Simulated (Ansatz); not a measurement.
Start from `C[CH2][Ga]([Cl])[Cl]` and change one atom or group to get `C[CH2][GaH][Cl]`.

Ansatz, PBE0-D4/def2-TZVP geometries, multiplicity 1. Each molecule was computed in one conformer, which needn't be the lowest.

Scalar relativity is left out up to krypton.

```json
{"property": "HOMO energy (B3LYP/def2-TZVPP) / eV", "`C[CH2][Ga]([Cl])[Cl]`": "-8.18"}
{"property": "HOMO energy (ωB97M-V/def2-TZVPP) / eV", "`C[CH2][Ga]([Cl])[Cl]`": "-10.56"}
{"property": "size of the dipole moment (ωB97M-V/def2-TZVPP) / D", "`C[CH2][Ga]([Cl])[Cl]`": "2.96"}
{"property": "ideal-gas entropy at 298 K and 1 bar (rigid rotor, harmonic PBE0-D4/def2-TZVP) / J/(mol·K)", "`C[CH2][Ga]([Cl])[Cl]`": "388"}
{"property": "LUMO energy (B3LYP/def2-TZVPP) / eV", "`C[CH2][Ga]([Cl])[Cl]`": "-1.43"}
{"property": "LUMO energy (PBE/def2-TZVPP) / eV", "`C[CH2][Ga]([Cl])[Cl]`": "-1.95"}
```

Q: What does the change do to each property? (Estimate.)

A: The calculation gave: 
```
                                                                                  property  `C[CH2][GaH][Cl]`  shift
                                                       HOMO energy (B3LYP/def2-TZVPP) / eV              -7.60   0.58
                                                     HOMO energy (ωB97M-V/def2-TZVPP) / eV              -9.99   0.57
                                        size of the dipole moment (ωB97M-V/def2-TZVPP) / D               2.62  -0.34
ideal-gas entropy at 298 K and 1 bar (rigid rotor, harmonic PBE0-D4/def2-TZVP) / J/(mol·K)                353    -35
                                                       LUMO energy (B3LYP/def2-TZVPP) / eV              -1.63  -0.20
                                                         LUMO energy (PBE/def2-TZVPP) / eV              -2.15  -0.20
```

With PBE0 the HOMO rises by 0.60 eV and the LUMO falls by 0.19 eV, so the gap narrows by about 0.79 eV. PBE moves the HOMO by 0.59 eV and ωB97M-V by 0.57 eV. Dipoles are sizes alone; their direction can turn. Modes under 60 cm⁻¹, often nearly free rotors, make the harmonic entropy too high.

B3LYP here is the variant with VWN-RPA as its local correlation; programs differ in this.
